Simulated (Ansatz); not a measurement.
C$_{4}$H$_{5}$, charge -1, singlet, geometry from GFN2-xTB (a gas-phase anion, which may not be bound at this level). Base run: PBE0/STO-3G (Ansatz, a first-principles code).

The Ansatz input:
Ansatz 0.2 input:
```yaml
crystal:
  periodic: [false, false, false]
  atoms:
    - {symbol: C, position_ang: [-0.02689703, 0.01898413, 2.00101260]}
    - {symbol: C, position_ang: [-0.00904766, -0.04049079, 0.66114669]}
    - {symbol: C, position_ang: [0.00789498, -0.42450959, -0.53346907]}
    - {symbol: C, position_ang: [0.02444904, 0.23607485, -1.86598431]}
    - {symbol: H, position_ang: [-0.95631018, 0.02398960, 2.57125672]}
    - {symbol: H, position_ang: [0.88696065, 0.03044252, 2.59575182]}
    - {symbol: H, position_ang: [-0.01375398, 1.34661131, -1.85047335]}
    - {symbol: H, position_ang: [0.93433358, -0.04072948, -2.41968026]}
    - {symbol: H, position_ang: [-0.82962597, -0.10066542, -2.47309051]}
basis:
  gaussian:
    orbitals: STO-3G
hamiltonian:
  xc: pbe0
total_charge: -1
```

Each row names what was changed in the base input (with any setting that the change needs).

```
change                 basis functions      E (Eh)
---------------------  ---------------  ----------
base                                25  -153.11118
basis = 6-31G                       46  -155.08196
basis = def2-SV(P)                  66  -155.00702
basis = pc-1                        81  -155.11038
basis = pcseg-1                     81  -155.10753
basis = 6-311G**                   102  -155.17207
basis = aug-pcseg-1                137  -155.12133
basis = aug-cc-pVDZ                137  -155.16257
basis = 6-311+G(2d,p)              138  -155.18978
basis = def2-TZVP                  154  -155.19774
basis = pc-2                       190  -155.20391
basis = def2-TZVPD                 193  -155.20124
basis = aug-cc-pVTZ                299  -155.20125
```

Totals compare only among sets that treat the same electrons; sets with core potentials leave the core out.

A gas-phase anion may not be bound at this level; its values then depend on the basis.
